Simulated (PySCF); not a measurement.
Species: C2H4OSi (triplet state).
Z-matrix (Å and degrees, GFN2-xTB geometry), rows numbered from 1:
```
O 
C   1  1.2172
C   2  1.3857  1  132.49
Si  3  1.8316  2  142.79  1   179.89
H   2  1.1290  1  117.86  3  -180.00
H   4  1.4646  3  105.93  2  -120.72
H   4  1.4690  3  114.22  2     0.27
H   4  1.4645  3  105.97  2   121.39
```

The hyperfine couplings belong to this conformer and change with its torsions.

As a line formula: `O=C[C][SiH3]` [triplet].

The calculation used PySCF 2.14.0, UKS B3LYP, pcH-1 on C H O Si, non-relativistic, mean-field spin-orbit, GIAO. Geometry: GFN2-xTB, one conformer, isolated molecule. This triplet need not be the ground state; the singlet was not compared here. A GFN2-xTB geometry isn't a minimum of the functional, and hyperfine couplings can be far from their values at a DFT geometry. No stability test was run, so a lower SCF solution isn't excluded.

(1) The isotropic 13C couplings are +117.0, -34.9 MHz. Assign them to C2; C3.

(2) The isotropic 1H couplings, averaged over equivalent nuclei, are +80.6, +37.6 MHz. Assign them to H5; H6/H7/H8.

Results:

(1) 
```tsv
site	a_iso (MHz)	ρ(0) (bohr⁻³)	position	distance from C3 (Å)	spin population	largest |T| (MHz)
C2	-34.9	-0.0622	1 bond from C3	1.39	-0.17	11.9
C3	+117.0	+0.2083	largest spin population	0.00	+1.66	68.3
```

(2) 
| site | a_iso (MHz) | ρ(0) (bohr⁻³) | position | distance from C3 (Å) | bound to | spin population there | largest \|T\| (MHz) |
| --- | --- | --- | --- | --- | --- | --- | --- |
| H5 | +80.6 | +0.0361 | 2 bonds from C3, on C2 of spin population -0.17 | 2.06 | C2 | -0.17 | 7.7 |
| H6/H7/H8 | +37.6 | +0.0168 | 2 bonds from C3 | 2.69 | Si4 | -0.06 | 5.1 |

ρ(0) is the spin density at the nucleus and T the dipolar tensor; a_iso includes a spin–orbit part; entries for several nuclei are means. Largest spin populations (Mulliken): C3 (+1.66), O1 (+0.36), C2 (-0.17) and H5 (+0.08).

The spin density at the nucleus, in bohr⁻³, is negative for C2 (-0.0622) and Si4 (-0.0284), for instance. A restricted open-shell determinant has no negative spin density anywhere; here it arises because α and β orbitals differ (spin polarisation).

Nuclei that the bonding pattern makes equivalent are averaged, as if the motion that swaps them (rotation, inversion, ring flip) were fast.
